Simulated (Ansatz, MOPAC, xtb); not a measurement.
Spectroscopic constants of LuCl, closed-shell singlet (lowest of 2S+1 = 1, 3 at CCSD(T)/def2-TZVPP on PBE0 minima; our sources give no spin for the ground state, which may be another). No spin–orbit coupling.

The constants come from a fifth-degree fit in 1/R (seven points, main isotopes). In def2 and cc sets the state is the lowest found near the PBE0 minimum, followed along R. The singlet is held restricted. HF and MP2 rows in def2 and cc sets belong to the determinant that coupled cluster picked by its CCSD energy.

The values were computed with Ansatz (Gaussian orbitals); MOPAC for PM3, PM6 (differences of heats of formation); xtb for the GFN methods.  In def2 rows elements past Kr take small-core potentials, without spin–orbit coupling.

```csv
level,r_e (Å),ω_e (cm⁻¹),α_e (cm⁻¹),B_e (cm⁻¹),dipole (D)
PM3,2.275,795,0.00020,0.112,-
PM6,2.380,453,0.00033,0.102,-
GFN2-xTB,2.374,218,0.00075,0.103,-
HF/def2-TZVPP,2.439,326,0.00039,0.0973,-
HF/def2-QZVPP,2.441,324,0.00040,0.0971,-
SVWN5/def2-TZVPP,2.320,361,0.00043,0.107,2.27
PBE/def2-TZVPP,2.367,340,0.00042,0.103,2.38
r2SCAN/def2-TZVPP,2.354,351,0.00041,0.104,2.38
B97M-V/def2-TZVPP,2.354,350,0.00041,0.104,2.46
B3LYP/def2-TZVPP,2.386,336,0.00042,0.102,2.75
PBE0/def2-TZVPP,2.367,345,0.00041,0.103,2.54
BHLYP/def2-TZVPP,2.390,340,0.00041,0.101,2.91
CAM-B3LYP/def2-TZVPP,2.380,342,0.00041,0.102,2.83
wB97X-V/def2-TZVPP,2.381,343,0.00040,0.102,2.74
wB97M-V/def2-TZVPP,2.381,341,0.00041,0.102,2.80
B2PLYP/def2-TZVPP,2.370,344,0.00041,0.103,-
MP2/def2-TZVPP,2.340,355,0.00041,0.106,-
MP2/def2-QZVPP,2.340,352,0.00042,0.106,-
"MP2/CBS(def2-TZVPP, def2-QZVPP)",2.340,352,0.00042,0.106,-
SCS-MP2/def2-TZVPP,2.364,347,0.00041,0.104,-
SCS-MP2/def2-QZVPP,2.366,344,0.00041,0.103,-
CCSD/def2-TZVPP,2.381,345,0.00040,0.102,-
CCSD/def2-QZVPP,2.382,342,0.00040,0.102,-
CCSD(T)/def2-TZVPP,2.373,348,0.00040,0.103,-
CCSD(T)/def2-QZVPP,2.374,344,0.00040,0.103,-
"CCSD(T)/CBS(def2-TZVPP, def2-QZVPP)",2.374,343,0.00041,0.103,-
```

Correlated levels freeze the inner cores; with def2 sets outer-core shells near the valence are correlated too. CBS(a, b) extrapolates the correlation energy as X⁻³ and adds the Hartree–Fock energy of set b. The state that PM3, PM6 reach isn't checked.

Doubts at one or more of the structures used: a restricted determinant that unrestricted orbitals would lower (HF/def2-TZVPP, HF/def2-QZVPP, MP2/def2-TZVPP, MP2/def2-QZVPP, MP2/CBS(def2-TZVPP, def2-QZVPP), SCS-MP2/def2-TZVPP, SCS-MP2/def2-QZVPP, CCSD/def2-TZVPP, CCSD/def2-QZVPP, CCSD(T)/def2-TZVPP, CCSD(T)/def2-QZVPP, CCSD(T)/CBS(def2-TZVPP, def2-QZVPP)).

Ansatz is a program for electronic structure.
